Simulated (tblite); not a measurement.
C3H7FOSi.
SMILES with atom numbers: `[O:1]=[CH:2][C@H:3]([SiH3:4])[CH2:5][F:6]` (hydrogens: H7 on C2; H8 on C3; H9, H10, H11 on Si4; H12, H13 on C5)

Computed with GFN2-xTB (tblite), gas phase: L-BFGS steps from a force-field or distance-geometry start until the largest atomic force falls under 0.01 eV/Å.

Geometry at step 0:
```
atom  x, y, z in Å
O1     -0.7750   -2.1143    0.7872
C2      0.0425   -1.5997    0.0206
C3     -0.1147   -0.1873   -0.4394
Si4     1.3379    0.8950   -0.0215
C5     -1.3716    0.4065    0.1429
F6     -1.2519    0.3785    1.5119
H7      0.9194   -2.1731   -0.3124
H8     -0.2293   -0.2551   -1.5468
H9      0.9583    2.3163   -0.0601
H10     2.3874    0.6360   -1.0333
H11     1.8709    0.4929    1.2820
H12    -1.5339    1.4396   -0.1981
H13    -2.2442   -0.2347   -0.1509
```

**Question.** Give the atomic forces at this geometry.

**Answer.** 
| atom | Fx (eV/Å) | Fy (eV/Å) | Fz (eV/Å) |
| --- | --- | --- | --- |
| O1 | 1.677 | 0.565 | -1.491 |
| C2 | -1.922 | -0.776 | 1.866 |
| C3 | -0.457 | -0.857 | -1.406 |
| Si4 | 1.569 | 0.590 | 0.278 |
| C5 | -0.765 | -0.652 | -0.144 |
| F6 | -0.288 | 0.466 | -0.267 |
| H7 | 0.042 | 0.196 | -0.169 |
| H8 | 0.097 | 0.187 | 0.488 |
| H9 | -0.026 | -0.225 | -0.005 |
| H10 | -0.193 | 0.059 | 0.119 |
| H11 | -0.085 | 0.118 | -0.022 |
| H12 | -0.012 | -0.173 | 0.285 |
| H13 | 0.363 | 0.501 | 0.469 |

The largest, 2.79 eV/Å, acts on C2; the rms over all components is 0.743 eV/Å. The forces sum to zero within rounding, as they must for an isolated molecule in no field.

**Question.** Give the force on C2 in Eh/bohr and in nN.

**Answer.** 2.789 eV/Å ÷ 51.422 = 0.05424 Eh/bohr, and 2.789 eV/Å × 1.602 = 4.47 nN.

**Question.** How far is this geometry from the end of the optimisation?

**Answer.** 0.392 eV above it, and 0.884 Å rms away after alignment. The bonds farthest from their final lengths, with half the difference of the two atoms' forces along the bond (positive lengthens):

```csv
bond,now (Å),final (Å),force along bond (eV/Å)
C3–Si4,1.859,1.941,+1.40
O1=C2,1.233,1.204,-2.52
C5–H13,1.122,1.094,-0.85
C3–H8,1.115,1.091,-1.00
C2–C3,1.494,1.476,+0.39
Si4–H10,1.481,1.464,-0.52
```

The angle farthest from its final value is C2–C3–Si4, 113.5° against 107.2°.

Of the 6 listed bonds off by 0.010 Å or more, this force points towards the final length in 5.

The cost below is that of the whole relaxation. Hardware: one thread, Intel Xeon at 2.50 GHz (x86_64) (shared host). Cost: 1.6 s wall.
